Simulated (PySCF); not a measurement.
CH₅NSSe (SMILES CS[Se]N), singlet, geometry from GFN2-xTB; DF-CAMB3LYP/cc-pV(T+d)Z (PySCF).

PySCF was given this input:
```python
from pyscf import gto, scf, dft

mol = gto.M(
    atom='''
Se    0.389882    0.271647    0.744536
N     0.996111    1.567527   -0.454396
H     2.008969    1.632021   -0.439189
H     0.611952    2.476376   -0.219363
S    -0.285927   -1.213867   -0.668658
C    -1.927668   -0.579569   -1.162514
H    -2.573004   -0.507814   -0.292937
H    -2.328193   -1.297701   -1.869305
H    -1.807652    0.387704   -1.639052
''',
    basis='cc-pv(t+d)z',
    charge=0,
    spin=0,
    verbose=4,
    max_memory=1800,
)

mf = dft.RKS(mol)
mf.xc = 'camb3lyp'
mf = mf.density_fit(auxbasis='def2-universal-jkfit')
mf.kernel()
```

The log (banner, timings and long lists left out):

```
PySCF version 2.14.0

[INPUT] verbose = 4
[INPUT] num. atoms = 9
[INPUT] num. electrons = 68
[INPUT] charge = 0
[INPUT] spin (= nelec alpha-beta = 2S) = 0
[INPUT] symmetry False subgroup None
[INPUT] Mole.unit = angstrom
[INPUT] Symbol           X                Y                Z      unit          X                Y                Z       unit  Magmom
[INPUT]  1 Se     0.389882000000   0.271647000000   0.744536000000 AA    0.736770200898   0.513338432560   1.406969129879 Bohr   0.0
[INPUT]  2 N      0.996111000000   1.567527000000  -0.454396000000 AA    1.882376979667   2.962196722861  -0.858683992098 Bohr   0.0
[INPUT]  3 H      2.008969000000   1.632021000000  -0.439189000000 AA    3.796401202741   3.084072719539  -0.829946926922 Bohr   0.0
[INPUT]  4 H      0.611952000000   2.476376000000  -0.219363000000 AA    1.156421681380   4.679672421446  -0.414535991863 Bohr   0.0
[INPUT]  5 S     -0.285927000000  -1.213867000000  -0.668658000000 AA   -0.540323721619  -2.293876181647  -1.263580490999 Bohr   0.0
[INPUT]  6 C     -1.927668000000  -0.579569000000  -1.162514000000 AA   -3.642764579088  -1.095226680288  -2.196833075973 Bohr   0.0
[INPUT]  7 H     -2.573004000000  -0.507814000000  -0.292937000000 AA   -4.862272877410  -0.959629382220  -0.553570701752 Bohr   0.0
[INPUT]  8 H     -2.328193000000  -1.297701000000  -1.869305000000 AA   -4.399647135130  -2.452299481574  -3.532474493280 Bohr   0.0
[INPUT]  9 H     -1.807652000000   0.387704000000  -1.639052000000 AA   -3.415967208522   0.732654377398  -3.097359383921 Bohr   0.0

nuclear repulsion = 356.319216159878
number of shells = 31
number of NR pGTOs = 339
number of NR cGTOs = 212
basis = cc-pv(t+d)z
ecp = {}

******** <class 'pyscf.df.df_jk.DFRKS'> ********
method = DFRKS
initial guess = minao
damping factor = 0
level_shift factor = 0
DIIS = <class 'pyscf.scf.diis.CDIIS'>
diis_start_cycle = 1
diis_space = 8
diis_damp = 0
SCF conv_tol = 1e-09
SCF conv_tol_grad = None
SCF max_cycles = 50
direct_scf = False
XC library pyscf.dft.libxc version 7.1.2
    S. Lehtola, C. Steigemann, M. J. T. Oliveira, and M. A. L. Marques,  SoftwareX 7, 1–5 (2018)
XC functionals = camb3lyp
    T. Yanai, D. P. Tew, and N. C. Handy,  Chem. Phys. Lett. 393, 51 (2004)
radial grids:
    Treutler-Ahlrichs [JCP 102, 346 (1995); DOI:10.1063/1.469408] (M4) radial grids

becke partition: Becke, JCP 88, 2547 (1988); DOI:10.1063/1.454033
pruning grids: <function nwchem_prune>
grids dens level: 3
symmetrized grids: False
atomic radii adjust function: <function treutler_atomic_radii_adjust>
small_rho_cutoff = 0
Set gradient conv threshold to 3.16228e-05
Initial guess from minao.
tot grids = 116368
******** <class 'pyscf.df.df.DF'> ********
auxbasis = def2-universal-jkfit
Create RSH-DF object <pyscf.df.df.DF object> for omega=0.33
******** <class 'pyscf.df.df.DF'> ********
auxbasis = auxmol.basis = def2-universal-jkfit
init E= -2895.16497665391
  HOMO = -0.258714236805487  LUMO = -0.0565456127964765  gap/eV = 5.50129
cycle= 1 E= -2895.76689709619  delta_E= -0.602  |g|= 0.377  |ddm|= 5.57
  HOMO = -0.274028415261885  LUMO = 0.024408481980343  gap/eV = 8.12088
cycle= 2 E= -2895.77593853124  delta_E= -0.00904  |g|= 0.334  |ddm|= 0.873
  HOMO = -0.28302174172696  LUMO = 0.0244758647064075  gap/eV = 8.36744
cycle= 3 E= -2895.7942972744  delta_E= -0.0184  |g|= 0.0747  |ddm|= 0.423
  HOMO = -0.288100138057821  LUMO = 0.0219838469586564  gap/eV = 8.43782
cycle= 4 E= -2895.79550346208  delta_E= -0.00121  |g|= 0.0189  |ddm|= 0.113
  HOMO = -0.288999596489901  LUMO = 0.0218343965383584  gap/eV = 8.45822
cycle= 5 E= -2895.795582788  delta_E= -7.93e-05  |g|= 0.00777  |ddm|= 0.0338
  HOMO = -0.28869253786177  LUMO = 0.0221197364156124  gap/eV = 8.45763
cycle= 6 E= -2895.79559920094  delta_E= -1.64e-05  |g|= 0.00138  |ddm|= 0.0128
  HOMO = -0.288693337560199  LUMO = 0.0221595410419113  gap/eV = 8.45874
cycle= 7 E= -2895.7956000096  delta_E= -8.09e-07  |g|= 0.000397  |ddm|= 0.00333
  HOMO = -0.288716799191704  LUMO = 0.022146009355192  gap/eV = 8.45901
cycle= 8 E= -2895.79560009297  delta_E= -8.34e-08  |g|= 0.000107  |ddm|= 0.00108
  HOMO = -0.288715846230771  LUMO = 0.0221463914614394  gap/eV = 8.45899
cycle= 9 E= -2895.79560010186  delta_E= -8.88e-09  |g|= 6.21e-05  |ddm|= 0.000444
  HOMO = -0.288714118765684  LUMO = 0.0221486820288078  gap/eV = 8.45901
cycle= 10 E= -2895.79560010318  delta_E= -1.33e-09  |g|= 1.43e-05  |ddm|= 0.000132
  HOMO = -0.288714133460545  LUMO = 0.022148506345652  gap/eV = 8.45900
cycle= 11 E= -2895.79560010335  delta_E= -1.71e-10  |g|= 2.99e-06  |ddm|= 5.58e-05
  HOMO = -0.288713965794402  LUMO = 0.0221485483423453  gap/eV = 8.45900
Extra cycle  E= -2895.79560010336  delta_E= -3.18e-12  |g|= 1.78e-06  |ddm|= 1e-05
converged SCF energy = -2895.79560010336
```
